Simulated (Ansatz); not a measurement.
`[InH2][CH2]N1[SiH2][SiH2]1`. Total charge 0; spin multiplicity 1. In takes the def2 core potential.

```csv
atom,x (Å),y (Å),z (Å)
In1,-1.379,-0.385,-1.879
C2,-0.069,1.054,-0.905
N3,0.312,0.287,0.274
Si4,-0.145,0.094,1.939
Si5,1.603,-0.730,0.836
H6,-0.685,-1.602,-2.891
H7,-3.033,-0.480,-1.385
H8,-0.573,1.978,-0.618
H9,0.810,1.313,-1.496
H10,-1.421,-0.623,2.213
H11,-0.081,1.311,2.795
H12,2.963,-0.123,0.875
H13,1.699,-2.093,0.244
```

**Question.** What are the harmonic wavenumbers in cm⁻¹ at PBE0-D4/def2-TZVP (Ansatz, finite differences of forces, unscaled)? (An estimate is asked.)

**Answer.** Computed: 40, 47, 98, 164, 231, 317, 414, 438, 479, 497, 542, 576, 608, 618, 647, 649, 704, 787, 798, 977, 983, 1143, 1228, 1238, 1465, 1795, 1797, 2194, 2199, 2201, 2206, 3067, 3128.

**Question.** Is this a minimum?

**Answer.** Yes, all 33 modes are real.

**Question.** Give the ideal-gas thermochemistry at 298.15 K and 1 bar (rigid rotor, harmonic oscillator; point group Cs, symmetry number 1).

**Answer.** Zero-point energy 205.0 kJ/mol; H(298) − E = 231.6 kJ/mol; entropy 408.6 J/(mol·K), of which translation 175.2, rotation 123.4, vibration 109.9; G(298) − E = 109.8 kJ/mol. Modes under 100 cm⁻¹ are hindered rotations or soft bends, so the harmonic entropy is rough.

**Question.** Rotational constants (cm⁻¹)?

**Answer.** 0.1248, 0.02481, 0.0232.
